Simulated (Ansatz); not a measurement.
**Nudged elastic band run: BF3H2**

The input (input.yaml):

```yaml
crystal:
  periodic: [false, false, false]
  atoms:
    - { symbol: B, position_ang: [-0.311813, -0.822751, -0.12716] }
    - { symbol: F, position_ang: [0.152733, -1.168431, 1.05308] }
    - { symbol: F, position_ang: [0.439502, -0.964113, -1.196019] }
    - { symbol: F, position_ang: [-1.537538, -0.363018, -0.241784] }
    - { symbol: H, position_ang: [0.755731, 1.549546, 0.596911] }
    - { symbol: H, position_ang: [0.501285, 1.768767, -0.084927] }
basis:
  gaussian: { orbitals: def2-SVPD }
hamiltonian:
  xc: pbe0
neb:
  order_check: false
  images: 5
  f_tol: 0.03
  max_iterations: 3
  final_atoms:
    - { symbol: B, position_ang: [-0.42268066, -0.09021081, -0.82140945] }
    - { symbol: F, position_ang: [0.68805491, -0.12373037, 1.5102855] }
    - { symbol: F, position_ang: [0.36506828, -1.04148131, -1.28453807] }
    - { symbol: F, position_ang: [-1.59884526, -0.4437241, -0.34028842] }
    - { symbol: H, position_ang: [1.08537356, 0.63481679, 1.85269557] }
    - { symbol: H, position_ang: [-0.11707082, 1.06432981, -0.91664413] }
  initial_path:
    images:
      - { positions_ang: [[-0.311813, -0.822751, -0.12716], [0.152733, -1.168431, 1.05308], [0.439502, -0.964113, -1.196019], [-1.537538, -0.363018, -0.241784], [0.755731, 1.549546, 0.596911], [0.501285, 1.768767, -0.084927]] }
      - { positions_ang: [[-0.2821459, -0.61954401, -0.19429838], [0.24912888, -0.92851735, 1.10086259], [0.45028134, -0.9390238, -1.19618017], [-1.53196291, -0.33508962, -0.2407104], [0.67811829, 1.24690765, 0.62410415], [0.4364803, 1.57526713, -0.09367679]] }
      - { positions_ang: [[-0.25247879, -0.41633702, -0.26143676], [0.34552475, -0.6886037, 1.14864518], [0.46106067, -0.91393459, -1.19634135], [-1.52638782, -0.30716125, -0.2396368], [0.60050558, 0.94426931, 0.6512973], [0.3716756, 1.38176725, -0.10242657]] }
      - { positions_ang: [[-0.22281169, -0.21313002, -0.32857513], [0.44192063, -0.44869005, 1.19642776], [0.47184001, -0.88884539, -1.19650252], [-1.52081273, -0.27923287, -0.2385632], [0.52289288, 0.64163096, 0.67849046], [0.30687091, 1.18826738, -0.11117636]] }
      - { positions_ang: [[-0.28943468, -0.17215695, -0.49285324], [0.52396539, -0.34037016, 1.30104701], [0.43624943, -0.93972403, -1.22584771], [-1.54682357, -0.33406328, -0.27247161], [0.71038644, 0.63935957, 1.06989216], [0.165557, 1.14695485, -0.37966561]] }
      - { positions_ang: [[-0.35605767, -0.13118388, -0.65713134], [0.60601015, -0.23205026, 1.40566625], [0.40065885, -0.99060267, -1.25519289], [-1.57283442, -0.38889369, -0.30638002], [0.89788, 0.63708818, 1.46129386], [0.02424309, 1.10564233, -0.64815487]] }
      - { positions_ang: [[-0.42268066, -0.09021081, -0.82140945], [0.68805491, -0.12373037, 1.5102855], [0.36506828, -1.04148131, -1.28453807], [-1.59884526, -0.4437241, -0.34028842], [1.08537356, 0.63481679, 1.85269557], [-0.11707082, 1.06432981, -0.91664413]] }
```

Run as:

```bash
$ ansatz run input.yaml --threads 2 --pin off --max-ram 3072MiB --backend cpu --events-out ev --progress --plain --runs-dir out
```

Output, in part (warnings, iteration lines):

```
NEB end point (image 0): max|allowed force component| = 4.860e-3 eV/Å (the criterion of neb.relax_end_points is 1.000e-2)
NEB end point (image 6): max|allowed force component| = 2.437e-2 eV/Å (the criterion of neb.relax_end_points is 1.000e-2)
NEB iter   1: max|band force component| = 5.188e0 eV/Å  barrier→ = 2.0541 eV  barrier← = 1.0638 eV  Δτ_max = 0.1860 Å  (169 SCF iters)
NEB iter   2: max|band force component| = 3.300e0 eV/Å  barrier→ = 1.9559 eV  barrier← = 0.9657 eV  Δτ_max = 0.1932 Å  (160 SCF iters)
NEB iter   3: max|band force component| = 5.080e0 eV/Å  barrier→ = 1.9943 eV  barrier← = 1.0041 eV  Δτ_max = 0.1027 Å  (159 SCF iters)
Error: NEB band did not converge after 3 iterations: max|band force component| = 5.08e0 eV/Å (threshold 3.0e-2); raise `neb.max_iterations` in a new run, which can start from the last band evaluated (`neb.initial_path`, with `crystal.atoms` and `neb.final_atoms` set to its first and last images), …
```

It did not converge within its limit. The band didn't meet its force threshold, so its energies are provisional: the largest band force was still 5.08 eV/Å, and over the last iterations the top moved between 1.96 and 2.05 eV. The orbitals stay closed-shell, which can raise the energy where a bond breaks towards radicals; this wasn't checked here.

Final band (atoms are numbered from 1 in the order of the input):

```
image  path coordinate (Å)  energy (kJ/mol)  B1–F2 (Å)  H5–H6 (Å)  B1–H6 (Å)
    0                 0.00              0.0       1.31       0.76       2.72
    1                 0.61             13.0       1.31       0.72       2.21
    2                 1.23             83.7       1.38       0.71       1.57
    3                 1.84            192.4       1.66       1.19       1.21
    4                 2.46            115.9       2.05       1.89       1.17
    5                 3.07            144.0       2.18       2.68       1.11
    6                 3.60             95.5       2.58       3.05       1.20
```

Run time: 22 s on 2 threads of Arm Neoverse V1 (shared host), peak memory 0.17 GiB.
